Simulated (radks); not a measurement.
Q: The boron ion B+, 4 electrons, occupied as [He] 2s1.75 3s0.25 (fractional occupations, a model configuration). Method: Dirac Kohn-Sham, PW91, spin-unpolarised, spherical densities, finite nucleus; Fermi nuclear charge, rms radius 2.406 fm; computed with a radial shooting solver on a logarithmic mesh with Libxc functionals. Some entries of the table are withheld. Estimate them.

orbital  occ.  eigenvalue (eV)  <r^2> (bohr^2)
1s1/2       2              (1)          0.1468
2s1/2    1.75         -21.0481           3.614
3s1/2    0.25              (2)           31.79

A: 
(1) 1s1/2 eigenvalue (eV): -196.4847
(2) 3s1/2 eigenvalue (eV): -5.2913
